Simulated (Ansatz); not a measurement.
The input (input.yaml):

```yaml
crystal:
  periodic: [false, false, false]
  atoms:
    - { symbol: Ge, position_ang: [0.0, 0.0, 0.0] }
    - { symbol: Cl, position_ang: [0.0, 0.0, 2.57] }
    - { symbol: Cl, position_ang: [2.0935, 0.0, -0.7393] }
    - { symbol: O, position_ang: [-0.8337, 1.4443, -0.5894] }
    - { symbol: H, position_ang: [-1.7915, 1.2136, -0.8118] }
    - { symbol: H, position_ang: [-0.73, -1.2648, -0.5162] }
    - { symbol: "N", position_ang: [1.159, 1.7479, 0.6969] }
    - { symbol: H, position_ang: [2.0156, 1.6075, 1.3053] }
    - { symbol: Si, position_ang: [0.6428, 3.4285, 0.2261] }
    - { symbol: H, position_ang: [0.0517, 3.4008, -1.1086] }
    - { symbol: H, position_ang: [-0.3425, 3.9219, 1.1839] }
    - { symbol: H, position_ang: [1.8045, 4.3128, 0.2249] }
    - { symbol: H, position_ang: [0.8065, 1.2163, 1.8686] }
basis:
  gaussian: { orbitals: def2-SVP }
hamiltonian:
  xc: pbe
relax:
  f_tol: 0.15
  max_steps: 25
  restrain:
    - { distance: [0, 6], at: 3.11, k: 30.0 }
    - { distance: [12, 1], at: 2.57, k: 30.0 }
    - { distance: [0, 1], at: 2.22, k: 30.0 }
    - { distance: [12, 6], at: 1.06, k: 30.0 }
```

Command:

```bash
$ ansatz run input.yaml --threads 4 --pin off --max-ram 5120MiB --backend cpu --events-out ev --progress --plain --runs-dir out
```

Hardware: 4 threads of Arm Neoverse V1, on a shared host.

Problem. Roughly how long does this run take, and how much memory?

Solution. 31 s, with a peak of 0.24 GiB, for 10 ionic steps.
